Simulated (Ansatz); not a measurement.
Name a neutral molecule of B, C, In and H with HOMO–LUMO gap (PBE/def2-TZVPP) between 3.30 and 3.60 eV and HOMO–LUMO gap (ωB97M-V/def2-TZVPP) between 9.45 and 9.75 eV (Ansatz, PBE0-D4/def2-TZVP geometry).

`BB[CH2][InH2]` (3.52 eV, 9.47 eV). Other molecules can fit too; these were computed, each in one conformer that needn't be the lowest.
